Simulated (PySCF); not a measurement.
**Electron correlation in Au (gold, neutral)**

[Xe] 4f14 5d10 6s1, 2S determinant. All numbers are calculated (PySCF 2.14, a scalar-relativistic core potential, in cc-pVTZ-PP with ECP60MDF). Frozen: 5s2 5p6; 11 electrons correlated.

MP2 pair energies summed by pair of shells (mhartree):

| pair | energy | share (%) |
| --- | --- | --- |
| 5d-5d | -331.18 | 86.5 |
| 5d-6s | -51.71 | 13.5 |

Total MP2 correlation energy: -382.89 mhartree.

Same-spin part -133.67 and opposite-spin part -249.22 mhartree; SCS-MP2 scales them by 1/3 and 6/5 to -343.62 mhartree.
